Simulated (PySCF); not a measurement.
C₂H₃Cl₂FGe (SMILES C=[CH][Ge]([F])([Cl])[Cl]), singlet, at a GFN2-xTB geometry; CASSCF(6,8)/STO-3G (PySCF).

Input for PySCF:
```python
from pyscf import gto, scf, mcscf
import numpy

mol = gto.Mole()
mol.atom = '''
    C    -2.849956   -0.548047   -0.264712
    C    -1.664201   -0.651679   -0.832666
    Ge   -0.000756    0.008319    0.029661
    F    -0.539616    0.625043    1.615902
    Cl    1.443301   -1.463849    0.485615
    Cl    0.922023    1.664881   -0.901042
    H    -2.972576   -0.095241    0.706262
    H    -3.743955   -0.912504   -0.748348
    H    -1.528281   -1.103035   -1.803647
'''
mol.basis = 'sto-3g'
mol.charge = 0
mol.spin = 0
mol.verbose = 4
mol.build()

mf = scf.RHF(mol)
mf.kernel()
mc = mcscf.CASSCF(mf, 8, 6)
mc.fix_spin_(ss=0.0)
mc.kernel()
occ = numpy.linalg.eigvalsh(mc.fcisolver.make_rdm1(mc.ci, mc.ncas, mc.nelecas))[::-1]
ss = mc.fcisolver.spin_square(mc.ci, mc.ncas, mc.nelecas)[0]
print('natural occupations', occ.round(4), ' <S^2>', round(ss, 4))
```

Question: Write the output that PySCF gives for this input, abridged.

Answer: 
```
PySCF version 2.14.0

[INPUT] verbose = 4
[INPUT] num. atoms = 9
[INPUT] num. electrons = 90
[INPUT] charge = 0
[INPUT] spin (= nelec alpha-beta = 2S) = 0
[INPUT] symmetry False subgroup None
[INPUT] Mole.unit = angstrom
[INPUT] Symbol           X                Y                Z      unit          X                Y                Z       unit  Magmom
[INPUT]  1 C     -2.849956000000  -0.548047000000  -0.264712000000 AA   -5.385636307061  -1.035658733390  -0.500233181886 Bohr   0.0
[INPUT]  2 C     -1.664201000000  -0.651679000000  -0.832666000000 AA   -3.144884106227  -1.231494831130  -1.573510693237 Bohr   0.0
[INPUT]  3 Ge    -0.000756000000   0.008319000000   0.029661000000 AA   -0.001428632950   0.015720631630   0.056051166581 Bohr   0.0
[INPUT]  4 F     -0.539616000000   0.625043000000   1.615902000000 AA   -1.019726452433   1.181160086077   3.053612224137 Bohr   0.0
[INPUT]  5 Cl     1.443301000000  -1.463849000000   0.485615000000 AA    2.727443605311  -2.766273697718   0.917679351981 Bohr   0.0
[INPUT]  6 Cl     0.922023000000   1.664881000000  -0.901042000000 AA    1.742370950550   3.146169119992  -1.702722606730 Bohr   0.0
[INPUT]  7 H     -2.972576000000  -0.095241000000   0.706262000000 AA   -5.617354524455  -0.179979405830   1.334641752188 Bohr   0.0
[INPUT]  8 H     -3.743955000000  -0.912504000000  -0.748348000000 AA   -7.075049572696  -1.724382647570  -1.414172765866 Bohr   0.0
[INPUT]  9 H     -1.528281000000  -1.103035000000  -1.803647000000 AA   -2.888032531376  -2.084434055810  -3.408398855393 Bohr   0.0

nuclear repulsion = 675.291134141168
number of shells = 30
number of NR pGTOs = 162
number of NR cGTOs = 54
basis = sto-3g
ecp = {}

******** <class 'pyscf.scf.hf.RHF'> ********
method = RHF
initial guess = minao
damping factor = 0
level_shift factor = 0
DIIS = <class 'pyscf.scf.diis.CDIIS'>
diis_start_cycle = 1
diis_space = 8
diis_damp = 0
SCF conv_tol = 1e-09
SCF conv_tol_grad = None
SCF max_cycles = 50
direct_scf = True
direct_scf_tol = 1e-13
Set gradient conv threshold to 3.16228e-05
Initial guess from minao.
init E= -3132.74551435558
  HOMO = -0.427949485845427  LUMO = -0.176116677490356  gap/eV = 6.85272
cycle= 1 E= -3135.49655287662  delta_E= -2.75  |g|= 0.441  |ddm|= 3.76
  HOMO = -0.28457364524367  LUMO = 0.190642071375987  gap/eV = 12.93128
cycle= 2 E= -3135.59506674146  delta_E= -0.0985  |g|= 0.112  |ddm|= 0.986
  HOMO = -0.369672673818249  LUMO = 0.243602490019023  gap/eV = 16.68807
cycle= 3 E= -3135.60196955769  delta_E= -0.0069  |g|= 0.0338  |ddm|= 0.248
  HOMO = -0.371276263022891  LUMO = 0.239968525736479  gap/eV = 16.63282
cycle= 4 E= -3135.60296408365  delta_E= -0.000995  |g|= 0.0117  |ddm|= 0.105
  HOMO = -0.371168102625562  LUMO = 0.23911223523252  gap/eV = 16.60657
cycle= 5 E= -3135.60304894362  delta_E= -8.49e-05  |g|= 0.00378  |ddm|= 0.031
  HOMO = -0.369892698079102  LUMO = 0.239509899680956  gap/eV = 16.58269
cycle= 6 E= -3135.60306016943  delta_E= -1.12e-05  |g|= 0.00131  |ddm|= 0.0108
  HOMO = -0.369797790580085  LUMO = 0.239288253450461  gap/eV = 16.57408
cycle= 7 E= -3135.60306110357  delta_E= -9.34e-07  |g|= 0.000277  |ddm|= 0.00333
  HOMO = -0.369861883270333  LUMO = 0.239297192414037  gap/eV = 16.57606
cycle= 8 E= -3135.60306115547  delta_E= -5.19e-08  |g|= 8.62e-05  |ddm|= 0.000706
  HOMO = -0.369846331539345  LUMO = 0.23928113880786  gap/eV = 16.57520
cycle= 9 E= -3135.60306116088  delta_E= -5.41e-09  |g|= 1.2e-05  |ddm|= 0.000273
  HOMO = -0.369847716482627  LUMO = 0.239279791813458  gap/eV = 16.57520
cycle= 10 E= -3135.60306116103  delta_E= -1.53e-10  |g|= 3.88e-06  |ddm|= 4.16e-05
  HOMO = -0.369847149322249  LUMO = 0.239279880140226  gap/eV = 16.57519
Extra cycle  E= -3135.60306116104  delta_E= -1.27e-11  |g|= 2.02e-06  |ddm|= 9.76e-06
converged SCF energy = -3135.60306116104

******** <class 'pyscf.mcscf.mc1step.CASSCF'> ********
CAS (3e+3e, 8o), ncore = 42, nvir = 4
max_cycle_macro = 50
max_cycle_micro = 4
conv_tol = 1e-07
conv_tol_grad = None
orbital rotation max_stepsize = 0.02
orbital rotation threshold for CI restart = 0.01
augmented hessian ah_max_cycle = 30
augmented hessian ah_conv_tol = 1e-12
augmented hessian ah_linear dependence = 1e-14
augmented hessian ah_level shift = 1e-08
augmented hessian ah_start_tol = 2.5
augmented hessian ah_start_cycle = 3
augmented hessian ah_grad_trust_region = 3
kf_trust_region = 3
kf_interval = 4
ci_response_space = 4
ci_grad_trust_region = 3
with_dep4 0
natorb = False
canonicalization = True
sorting_mo_energy = False
ao2mo_level = 2
internal_rotation = False
******** <class 'pyscf.fci.addons.SpinPenaltyFCISolver'> ********
max. cycles = 50
conv_tol = 1e-08
davidson only = True
linear dependence = 1e-12
level shift = 0.001
max iter space = 12
nroots = 1
pspace_size = 400
spin = None
CASCI E = -3135.64798468744  S^2 = 0.0000000
Set conv_tol_grad to 0.000316228
macro iter   1 ( 21 JK    4 micro), CASSCF E = -3135.66544439457  dE = -1.74597071e-02  S^2 = 0.0000000
               |grad[o]|=0.027  |grad[c]|=0.0258  |ddm|=0.0748  |maxRot[o]|=0.284
macro iter   2 ( 21 JK    4 micro), CASSCF E = -3135.67612246652  dE = -1.06780719e-02  S^2 = 0.0000000
               |grad[o]|=0.0263  |grad[c]|=0.0314  |ddm|=0.0278  |maxRot[o]|=0.182
macro iter   3 ( 21 JK    4 micro), CASSCF E = -3135.68074030398  dE = -4.61783746e-03  S^2 = 0.0000000
               |grad[o]|=0.0192  |grad[c]|=0.0476  |ddm|=0.0145  |maxRot[o]|=0.241
macro iter   4 ( 21 JK    4 micro), CASSCF E = -3135.68252727411  dE = -1.78697013e-03  S^2 = 0.0000000
               |grad[o]|=0.0173  |grad[c]|=0.0127  |ddm|=0.00835  |maxRot[o]|=0.0969
macro iter   5 ( 21 JK    4 micro), CASSCF E = -3135.68465697574  dE = -2.12970163e-03  S^2 = 0.0000000
               |grad[o]|=0.0114  |grad[c]|=0.00969  |ddm|=0.00262  |maxRot[o]|= 0.14
macro iter   6 ( 21 JK    4 micro), CASSCF E = -3135.68640814473  dE = -1.75116899e-03  S^2 = 0.0000000
               |grad[o]|=0.00807  |grad[c]|=0.00721  |ddm|=0.00422  |maxRot[o]|=0.305
macro iter   7 ( 21 JK    4 micro), CASSCF E = -3135.68743070571  dE = -1.02256098e-03  S^2 = 0.0000000
               |grad[o]|=0.0055  |grad[c]|=0.0082  |ddm|=0.00292  |maxRot[o]|=0.307
macro iter   8 ( 16 JK    4 micro), CASSCF E = -3135.68767013960  dE = -2.39433887e-04  S^2 = 0.0000000
               |grad[o]|=0.00323  |grad[c]|=0.00259  |ddm|=0.00132  |maxRot[o]|=0.0995
macro iter   9 ( 10 JK    4 micro), CASSCF E = -3135.68769256214  dE = -2.24225391e-05  S^2 = 0.0000000
               |grad[o]|=0.00196  |grad[c]|=0.00165  |ddm|=0.000459  |maxRot[o]|=0.00507
macro iter  10 (  9 JK    4 micro), CASSCF E = -3135.68772916783  dE = -3.66056956e-05  S^2 = 0.0000000
               |grad[o]|=0.0018  |grad[c]|=0.00135  |ddm|=0.000397  |maxRot[o]|=0.00667
macro iter  11 (  9 JK    4 micro), CASSCF E = -3135.68777409633  dE = -4.49284944e-05  S^2 = 0.0000000
               |grad[o]|=0.00143  |grad[c]|=0.000793  |ddm|=0.000299  |maxRot[o]|=0.0072
macro iter  12 ( 11 JK    3 micro), CASSCF E = -3135.68779303698  dE = -1.89406519e-05  S^2 = 0.0000000
               |grad[o]|=0.000784  |grad[c]|=0.000293  |ddm|=0.000223  |maxRot[o]|=0.00798
macro iter  13 (  4 JK    1 micro), CASSCF E = -3135.68779359081  dE = -5.53828158e-07  S^2 = 0.0000000
               |grad[o]|=0.000133  |grad[c]|=0.0002  |ddm|=4.93e-05  |maxRot[o]|=0.00161
macro iter  14 (  3 JK    1 micro), CASSCF E = -3135.68779362520  dE = -3.43979991e-08  S^2 = 0.0000000
               |grad[o]|=4.4e-05  |grad[c]|=0.000143  |ddm|=2.67e-05  |maxRot[o]|=0.000377
1-step CASSCF converged in  14 macro (209 JK  49 micro) steps
CASSCF canonicalization
Density matrix diagonal elements [1.96706177 1.9653651  1.88983072 0.01307311 0.08311302 0.03809997
 0.02556774 0.01788857]
CASSCF energy = -3135.68779362520
CASCI E = -3135.68779362520  E(CI) = -7.83993947739964  S^2 = 0.0000000
natural occupations [1.9754e+00 1.9576e+00 1.8899e+00 1.0910e-01 4.1500e-02 2.2600e-02
 2.1000e-03 1.8000e-03]  <S^2> 0.0
```
